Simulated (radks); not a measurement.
Values are calculated unless marked as measured or tabulated.
Initial-state core-level shifts of neutral silver when its valence configuration changes from [Kr] 4d10 5s1. Level of theory: scalar-relativistic Kohn-Sham, PBEsol, spin-polarised, spherical densities, point nucleus; open shells are filled with parallel spins first (spin-orbit coupling, left out, can overturn this in heavy ions) (a radial shooting solver on a logarithmic mesh with Libxc functionals). Shifts are changes of the shell-averaged eigenvalues in eV (positive: less bound).

| valence | 1s | 2s | 2p | 4s |
|---|---|---|---|---|
| 4d10 5p1 | -1.946 | -1.884 | -1.886 | -1.977 |
| 4d9 5s2 | -4.335 | -4.569 | -4.554 | -4.166 |
| 4d10 5s0.5 5p0.5 | -1.023 | -0.991 | -0.992 | -1.038 |
| 4d8 5s1 5p2 | -11.867 | -12.337 | -12.301 | -11.378 |
| 4d9.5 5s1 5p0.5 | -2.968 | -3.052 | -3.045 | -2.920 |
| 4d9 5s1 5p1 | -5.896 | -6.087 | -6.072 | -5.752 |
| 4d9 5s1.5 5p0.5 | -5.212 | -5.424 | -5.409 | -5.052 |
| 4d9.5 5p1.5 | -4.683 | -4.713 | -4.707 | -4.656 |
| 4d9 5p2 | -7.479 | -7.623 | -7.608 | -7.347 |
